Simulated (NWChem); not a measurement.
System: C3H2F3, doublet; SMILES [C](F)(F)/C=C/F

Input file for NWChem:

```
start job
memory heap 200 mb stack 900 mb global 1100 mb
geometry units angstroms noautosym nocenter noautoz
  F     -0.173312    -2.642472     0.000000
  C      0.351204    -1.422103     0.000000
  C     -0.490370    -0.320974     0.000000
  C     -0.069357     0.980729     0.000000
  F     -0.874206     2.014091     0.000000
  F      1.193517     1.341483     0.000000
  H      1.442155    -1.396633     0.000000
  H     -1.569796    -0.487168     0.000000
end
basis spherical
  F library sto-3g
  C library sto-3g
  H library sto-3g
end
dft
  odft
  mult 2
  xc b3lyp
  iterations 150
end
cosmo
  do_cosmo_smd true
  solvent water
end
task dft energy
```

Parts of the log:

```
             Northwest Computational Chemistry Package (NWChem) 7.3.0
             --------------------------------------------------------

                             Geometry "geometry" -> ""
                             -------------------------

 Output coordinates in angstroms (scale by  1.889725989 to convert to a.u.)

  No.       Tag          Charge          X              Y              Z
 ---- ---------------- ---------- -------------- -------------- --------------
    1 F                    9.0000    -0.17331200    -2.64247200     0.00000000
    2 C                    6.0000     0.35120400    -1.42210300     0.00000000
    3 C                    6.0000    -0.49037000    -0.32097400     0.00000000
    4 C                    6.0000    -0.06935700     0.98072900     0.00000000
    5 F                    9.0000    -0.87420600     2.01409100     0.00000000
    6 F                    9.0000     1.19351700     1.34148300     0.00000000
    7 H                    1.0000     1.44215500    -1.39663300     0.00000000
    8 H                    1.0000    -1.56979600    -0.48716800     0.00000000

 Effective nuclear repulsion energy (a.u.)     223.4079007761

                                 NWChem DFT Module
                                 -----------------

 Summary of "ao basis" -> "ao basis" (spherical)
 ------------------------------------------------------------------------------
       Tag                 Description            Shells   Functions and Types
 ---------------- ------------------------------  ------  ---------------------
 F                           sto-3g                  3        5   2s1p
 C                           sto-3g                  3        5   2s1p
 H                           sto-3g                  1        1   1s

 in cosmo_initialize ...
 calling solv_data for solv:h2o

 solvent parameters
 solvname_short: h2o
 solvname_long:  water
 dielec:       78.4000
 dielecinf:     1.7769
 aqueous SMD model solvent descriptors
 dielec:       78.4000
 sola:          0.8200

          ---------------
          -cosmo- solvent
          ---------------
 Cosmo: York-Karplus, doi: 10.1021/jp992097l
 dielectric constant -eps-     =  78.40
 screen = (eps-1)/(eps    )    =   0.98724
 surface charge correction     = lagrangian

   van der Waals surface
 --------------------------

 ---------- ATOMIC COORDINATES (A.U.) ------------ VDWR(ANG.) --
     1   -0.32751219   -4.99354801    0.00000000     1.730
     2    0.66367933   -2.68738500    0.00000000     1.850
     3   -0.92666493   -0.60655291    0.00000000     1.850
     4   -0.13106573    1.85330908    0.00000000     1.850
     5   -1.65200980    3.80608011    0.00000000     1.730
     6    2.25542009    2.53503529    0.00000000     1.730
     7    2.72527778   -2.63925368    0.00000000     1.200
     8   -2.96648430   -0.92061403    0.00000000     1.200
 number of segments per atom =        128
 number of   points per atom =        128
 atom (   nspa,  nppa )
 ----------------------
    1 (     88,     0 )       0
    2 (     46,     0 )       0
    3 (     44,     0 )       0
    4 (     34,     0 )       0
    5 (     84,     0 )       0
    6 (     82,     0 )       0
    7 (     52,     0 )       0
    8 (     54,     0 )       0
 number of -cosmo- surface points =      484
 molecular surface =    112.485 angstrom**2
 molecular volume  =     89.103 angstrom**3
 -lineq- algorithm             =   0
 -bem- low  level              =   3
 -bem- from -octahedral-
 gaussian surface charge width =   4.50000
 degree of switching           =   1.00000
 switching function tolerance  =   0.00010
 atomic radii =
 --------------
    1  9.000  1.730
    2  6.000  1.850
    3  6.000  1.850
    4  6.000  1.850
    5  9.000  1.730
    6  9.000  1.730
    7  1.000  1.200
    8  1.000  1.200
 ...... end of -cosmo- initialization ......

 nat:                     8
 ixmem:                  3618
 calling mnsol_interface()
 G(SMD-CDS) energy (kcal/mol)  =     5.074
 SMD-CDS SASA (angstrom**2)    =   129.462

            General Information
            -------------------
          SCF calculation type: DFT
          Wavefunction type:  spin polarized.
          No. of atoms     :     8
          No. of electrons :    47
           Alpha electrons :    24
            Beta electrons :    23
          Charge           :     0
          Spin multiplicity:     2
          Use of symmetry is: off; symmetry adaption is: off
          Maximum number of iterations: 150
          AO basis - number of functions:    32
                     number of shells:    20
          Convergence on energy requested:  1.00D-06
          Convergence on density requested:  1.00D-05
          Convergence on gradient requested:  5.00D-04

              XC Information
              --------------
                         B3LYP Method XC Potential
                     Hartree-Fock (Exact) Exchange  0.200
                        Slater Exchange Functional  0.800 local
                    Becke 1988 Exchange Functional  0.720 non-local
              Lee-Yang-Parr Correlation Functional  0.810
                  VWN I RPA Correlation Functional  0.190 local

             Grid Information
             ----------------
          Grid used for XC integration:  medium
          Radial quadrature: Mura-Knowles
          Angular quadrature: Lebedev.
          Tag              B.-S. Rad. Rad. Pts. Rad. Cut. Ang. Pts.
          ---              ---------- --------- --------- ---------
          F                   0.50       49          10.0       434
          C                   0.70       49           8.0       434
          H                   0.35       45           8.0       434
          Grid pruning is: on
          Number of quadrature shells:   384
          Spatial weights used:  Erf1

      Superposition of Atomic Density Guess
      -------------------------------------

 Sum of atomic energies:        -406.47221726

      Non-variational initial energy
      ------------------------------

 Total energy =    -407.397327
 1-e energy   =   -1014.886801
 2-e energy   =     384.081573
 HOMO         =       0.155092
 LUMO         =       0.379602

[...]

                                COSMO-SMD solvation results
                                ---------------------------

             internal energy in gas <Psi(g)|H|Psi(g)> =      -409.173338640329
         internal energy in solvent <Psi(s)|H|Psi(s)> =      -409.173263600798
                               delta internal energy  =         0.000075039531 (    0.05 kcal/mol)
   total free energy in solvent <Psi(s)|H+V/2|Psi(s)> =      -409.174799850824
 polarization energy contribution <Psi(s)|V/2|Psi(s)> =        -0.001536250026 (   -0.96 kcal/mol)
    total free energy in solvent including G(SMD-CDS) =      -409.166713723010
                       G(SMD-CDS) energy contribution =         0.008086127815 (    5.07 kcal/mol)
     1 M fixed-concentration free energy of solvation =         0.006624917319 (    4.16 kcal/mol)

                    DFT Final Alpha Molecular Orbital Analysis
                    ------------------------------------------

 Vector   22  Occ=1.000000D+00  E=-2.232021D-01
              MO Center= -6.3D-02, -2.1D+00,  2.7D-11, r^2= 2.0D+00
   Bfn.  Coefficient  Atom+Function         Bfn.  Coefficient  Atom+Function
  ----- ------------  ---------------      ----- ------------  ---------------
     3      0.823453  1 F  px                 4     -0.356429  1 F  py
    31     -0.262022  7 H  s                 14     -0.203255  3 C  py
    24     -0.190782  5 F  py                 8     -0.119073  2 C  px
    29     -0.118581  6 F  py                12      0.113545  3 C  s
    13      0.113525  3 C  px                23     -0.088453  5 F  px

 Vector   23  Occ=1.000000D+00  E=-1.906800D-01
              MO Center= -1.5D-01, -6.1D-01, -2.0D-10, r^2= 3.1D+00
   Bfn.  Coefficient  Atom+Function         Bfn.  Coefficient  Atom+Function
  ----- ------------  ---------------      ----- ------------  ---------------
    15     -0.565890  3 C  pz                 5      0.539909  1 F  pz
    30      0.334922  6 F  pz                25      0.318396  5 F  pz
    10     -0.305242  2 C  pz                20     -0.206538  4 C  pz

 Vector   24  Occ=1.000000D+00  E=-5.575812D-02
              MO Center=  1.1D-01, -2.2D-01,  1.2D-11, r^2= 3.3D+00
   Bfn.  Coefficient  Atom+Function         Bfn.  Coefficient  Atom+Function
  ----- ------------  ---------------      ----- ------------  ---------------
    10      0.645016  2 C  pz                20     -0.589966  4 C  pz
     5     -0.404822  1 F  pz                25      0.369256  5 F  pz
    30      0.362218  6 F  pz                15     -0.104553  3 C  pz

 Vector   25  Occ=0.000000D+00  E= 1.688871D-01
              MO Center= -1.9D-01, -1.4D-01, -2.1D-11, r^2= 1.8D+00
   Bfn.  Coefficient  Atom+Function         Bfn.  Coefficient  Atom+Function
  ----- ------------  ---------------      ----- ------------  ---------------
    15      0.846470  3 C  pz                20     -0.615089  4 C  pz
    10     -0.530346  2 C  pz                30      0.221955  6 F  pz
    25      0.219010  5 F  pz                 5      0.180511  1 F  pz

 Vector   26  Occ=0.000000D+00  E= 2.960233D-01
              MO Center= -4.1D-01, -3.4D-01,  7.9D-11, r^2= 3.1D+00
   Bfn.  Coefficient  Atom+Function         Bfn.  Coefficient  Atom+Function
  ----- ------------  ---------------      ----- ------------  ---------------
     7      0.555452  2 C  s                 32     -0.529528  8 H  s
    18     -0.507166  4 C  px                 4     -0.492914  1 F  py
    17      0.491529  4 C  s                 13     -0.444696  3 C  px
    24      0.434485  5 F  py                 8     -0.345293  2 C  px
     2     -0.321821  1 F  s                 22     -0.314134  5 F  s

 Vector   27  Occ=0.000000D+00  E= 3.326633D-01
              MO Center=  2.4D-01,  1.0D+00, -3.0D-10, r^2= 1.4D+00
   Bfn.  Coefficient  Atom+Function         Bfn.  Coefficient  Atom+Function
  ----- ------------  ---------------      ----- ------------  ---------------
    17      1.030835  4 C  s                 28      0.703824  6 F  px
    27     -0.491657  6 F  s                 18      0.472515  4 C  px
    12     -0.415765  3 C  s                 32      0.336702  8 H  s
    14     -0.324855  3 C  py                23     -0.323694  5 F  px
    22     -0.218114  5 F  s                 19      0.208840  4 C  py

                     DFT Final Beta Molecular Orbital Analysis
                     -----------------------------------------

 Vector   21  Occ=1.000000D+00  E=-2.504701D-01
              MO Center=  3.6D-01,  1.6D+00, -2.1D-10, r^2= 1.6D+00
   Bfn.  Coefficient  Atom+Function         Bfn.  Coefficient  Atom+Function
  ----- ------------  ---------------      ----- ------------  ---------------
    29      0.681259  6 F  py                23     -0.607302  5 F  px
    28     -0.378905  6 F  px                24     -0.171742  5 F  py
    32     -0.063647  8 H  s                 13      0.051113  3 C  px
     7      0.034029  2 C  s                 14      0.031186  3 C  py

 Vector   22  Occ=1.000000D+00  E=-2.198337D-01
              MO Center= -6.3D-02, -2.1D+00,  2.7D-11, r^2= 2.0D+00
   Bfn.  Coefficient  Atom+Function         Bfn.  Coefficient  Atom+Function
  ----- ------------  ---------------      ----- ------------  ---------------
     3      0.822935  1 F  px                 4     -0.356825  1 F  py
    31     -0.266574  7 H  s                 14     -0.209321  3 C  py
    24     -0.190168  5 F  py                29     -0.119341  6 F  py
    12      0.115294  3 C  s                 13      0.113032  3 C  px
     8     -0.109533  2 C  px                23     -0.089483  5 F  px

 Vector   23  Occ=1.000000D+00  E=-1.739382D-01
              MO Center= -2.4D-01, -5.1D-01, -1.8D-10, r^2= 2.9D+00
   Bfn.  Coefficient  Atom+Function         Bfn.  Coefficient  Atom+Function
  ----- ------------  ---------------      ----- ------------  ---------------
    15      0.678710  3 C  pz                 5     -0.499505  1 F  pz
    30     -0.315766  6 F  pz                25     -0.309526  5 F  pz
    10      0.178613  2 C  pz                20      0.155148  4 C  pz

 Vector   24  Occ=0.000000D+00  E= 6.039387D-02
              MO Center=  1.2D-01, -2.7D-01,  6.7D-11, r^2= 3.1D+00
   Bfn.  Coefficient  Atom+Function         Bfn.  Coefficient  Atom+Function
  ----- ------------  ---------------      ----- ------------  ---------------
    10      0.670351  2 C  pz                20     -0.620384  4 C  pz
     5     -0.378864  1 F  pz                25      0.334805  5 F  pz
    30      0.329584  6 F  pz                15     -0.032507  3 C  pz

 Vector   25  Occ=0.000000D+00  E= 2.052602D-01
              MO Center= -8.9D-02, -2.0D-01, -1.3D-10, r^2= 2.1D+00
   Bfn.  Coefficient  Atom+Function         Bfn.  Coefficient  Atom+Function
  ----- ------------  ---------------      ----- ------------  ---------------
    15      0.743177  3 C  pz                20     -0.641490  4 C  pz
    10     -0.614498  2 C  pz                30      0.239313  6 F  pz
    25      0.237655  5 F  pz                 5      0.229214  1 F  pz

 Vector   26  Occ=0.000000D+00  E= 3.080822D-01
              MO Center= -4.5D-01, -3.0D-01,  1.9D-10, r^2= 3.0D+00
   Bfn.  Coefficient  Atom+Function         Bfn.  Coefficient  Atom+Function
  ----- ------------  ---------------      ----- ------------  ---------------
    32      0.613851  8 H  s                 18      0.549548  4 C  px
     7     -0.492764  2 C  s                 13      0.471705  3 C  px
     4      0.459773  1 F  py                24     -0.417254  5 F  py
    17     -0.404467  4 C  s                  8      0.354645  2 C  px
     2      0.303880  1 F  s                 22      0.298930  5 F  s

   alpha - beta orbital overlaps
   -----------------------------

   alpha      1      2      3      4      5      6      7      8      9     10
    beta      1      2      3      4      5      6      7      8      9     10
 overlap   1.000  1.000  1.000  1.000  1.000  1.000  1.000  0.998  0.998  0.999

   alpha     11     12     13     14     15     16     17     18     19     20
    beta     11     12     13     14     15     16     17     18     20     19
 overlap   0.999  0.998  0.999  0.999  0.999  0.999  0.998  0.996  1.000  1.000

   alpha     21     22     23     24     25     26     27     28     29     30
    beta     21     22     23     24     25     26     27     28     29     30
 overlap   1.000  1.000  0.988  0.995  0.987  0.993  0.995  0.964  0.962  0.999

   alpha     31     32
    beta     31     32
 overlap   1.000  1.000

     --------------------------
     Expectation value of S2:
     --------------------------
      <S2> =      0.7750 (Exact =     0.7500)

     Multipole analysis of the density
     ---------------------------------

     L   x y z        total         alpha         beta         nuclear
     -   - - -        -----         -----         ----         -------
     0   0 0 0     -0.000000    -24.000000    -23.000000     47.000000

     1   1 0 0      0.041177     -0.128110      0.291719     -0.122432
     1   0 1 0      0.153964      0.420799     -0.191301     -0.075534
     1   0 0 1     -0.000000     -0.000000     -0.000000      0.000000

[...]
```

Level: B3LYP/STO-3G, spin-unrestricted, SMD on the gas-phase geometry. In the optimisation the excess spin sits in a" (Cs, its own frame). All runs use the structure optimised with PBE0/def2-SVP, spin-unrestricted. No stability test was run on the SCF state. B3LYP is NWChem's, with the RPA form of VWN correlation. Solvent: water.
